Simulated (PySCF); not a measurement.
**Frontier levels across methods**

Compound: C3H12BP.
Z-matrix (Å and degrees, PBE0-D3(BJ)/def2-SVP geometry), rows numbered from 1:
```
B 
P   1  1.9047
C   2  1.8216  1  114.21
C   2  1.8208  1  113.73  3  -119.90
C   2  1.8215  1  114.11  3   120.27
H   1  1.2258  2  104.83  3    60.59
H   1  1.2259  2  104.67  3  -179.74
H   1  1.2248  2  105.41  3   -59.65
H   3  1.1001  2  112.02  1   179.49
H   3  1.0991  2  108.74  1   -59.24
H   3  1.0995  2  108.79  1    58.19
H   4  1.0997  2  108.71  1    57.99
H   4  1.0997  2  108.73  1   -59.30
H   4  1.0996  2  112.15  1   179.35
H   5  1.0996  2  108.72  1    58.98
H   5  1.0995  2  108.77  1   -58.43
H   5  1.0998  2  112.05  1  -179.73
```

Basis pcSseg-1 throughout (PySCF), one geometry. Isolated species at its PBE0-D3(BJ)/def2-SVP geometry, gas phase.

Q: How do the orbital energies, the gap and the dipole change with the method?

A: 
```csv
method,kind,HOMO (eV),LUMO (eV),gap (eV),μ (D),SCF cycles
BLYP,GGA,-6.57,-0.01,6.56,5.15,12
OPBE,GGA,-6.60,0.32,6.92,5.14,13
B97-D,GGA,-6.65,0.13,6.78,5.18,12
PBE,GGA,-6.67,-0.01,6.65,5.13,12
LDA,LDA,-6.73,-0.20,6.53,5.10,12
KT2,GGA,-6.75,-0.12,6.63,5.03,12
KT3,GGA,-6.76,-0.13,6.63,5.08,13
BP86,GGA,-6.78,0.08,6.85,5.14,12
B3LYP,global hybrid,-7.77,0.45,8.22,5.25,12
PBE0,global hybrid,-7.97,0.77,8.74,5.26,12
mPW1PW91,global hybrid,-8.00,0.80,8.81,5.25,12
HF,Hartree–Fock,-10.89,3.46,14.34,5.58,9
```

The HOMO spans 4.32 eV, from BLYP down to HF, and the gap runs from 6.53 eV (LDA) to 14.34 eV (HF). Over the methods BLYP (0 %), OPBE (0 %), B97-D (0 %), PBE (0 %), LDA (0 %), KT2 (0 %), KT3 (0 %), BP86 (0 %), B3LYP (20 %), PBE0 (25 %), mPW1PW91 (25 %), HF (100 %), a straight line through the gap against the share of exact exchange rises by 0.77 eV for each 10 % (correlation coefficient 0.998). The dipole ranges from 5.03 D (KT2) to 5.58 D (HF). This basis has no diffuse functions.
